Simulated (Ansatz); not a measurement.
```yaml
crystal:
  periodic: [false, false, false]
  atoms:
    - {symbol: O, position_ang: [-0.446367, 0.519830, 2.314671]}
    - {symbol: C, position_ang: [0.009733, 0.382685, 0.830994]}
    - {symbol: C, position_ang: [0.610860, 0.792834, -0.391770]}
    - {symbol: Si, position_ang: [-0.610404, -0.993699, -0.381457]}
    - {symbol: H, position_ang: [1.801252, 0.953460, -0.223412]}
    - {symbol: H, position_ang: [0.068535, 1.496417, -0.812378]}
    - {symbol: H, position_ang: [-1.752973, -0.769288, -1.325538]}
    - {symbol: H, position_ang: [0.512747, -1.963183, -0.542110]}
basis:
  gaussian: {orbitals: 6-31G, fitting: {mean_field: cc-pVTZ-jkfit}}
hamiltonian: {xc: {name: B3LYP5}}
relax: {f_tol: 0.001, max_steps: 2}
```

```sh
$ ansatz run in.yaml --threads 2 --pin off --events-out ev --progress --plain --max-ram 4352MiB
```

Output, abridged:

```
Functional definition: B3LYP5
478 factors; integrals over basis functions are off by at most 4.1e-3 eV
mean field evaluation 1: about -12044.3717 eV, gradient 5.6e1 eV
mean field evaluation 2: about -11933.8539 eV, gradient 1.6e2 eV
mean field evaluation 4: about -12050.1027 eV, gradient 2.6e1 eV
mean field evaluation 8: about -12052.0414 eV, gradient 1.2e0 eV
mean field evaluation 16: about -12052.0445 eV, gradient 7.7e-5 eV
mean field -12052.04454303 eV, -442.9044677871 hartree, gradient 4.6e-6 eV, S^2 0.000000; 0 other end points of the search recorded, 0 dependent functions left out
reference -12052.04474356 eV, -442.9044751565 hartree; 19, 19 occupied and 29, 29 virtual orbitals, 478 factors
relax step   1: F+E_penalty+E_count = -12052.04454303 eV  Δ(F+E_penalty+E_count) = +0.000e0 eV  max|allowed force component| = 8.552e0 eV/Å  Δτ_max = 0.0000 Å  (30 SCF iters, accepted)
478 factors; integrals over basis functions are off by at most 3.7e-3 eV
mean field -12054.63962810 eV, -442.9998354045 hartree, gradient 2.2e-5 eV, S^2 0.000000; 0 other end points of the search recorded, 0 dependent functions left out
reference -12054.63982784 eV, -442.9998427450 hartree; 19, 19 occupied and 29, 29 virtual orbitals, 478 factors
relax step   2: F+E_penalty+E_count = -12054.63962810 eV  Δ(F+E_penalty+E_count) = -2.595e0 eV  max|allowed force component| = 7.530e0 eV/Å  Δτ_max = 0.1941 Å  (31 SCF iters, accepted)
Error: geometry relaxation did not converge after 2 steps: max|allowed force component| = 7.53e0 eV/Å (threshold 1.0e-3). Raise `relax.max_steps` over both its present limit and 2, loosen `relax.f_tol`, or start from a geometry closer to equilibrium. Where this run's directory can be resumed (`checkpoint.write`), a resume goes on for up to `relax.max_steps` more
```

In this input the relaxation is allowed too few steps for its threshold. The run did not converge.
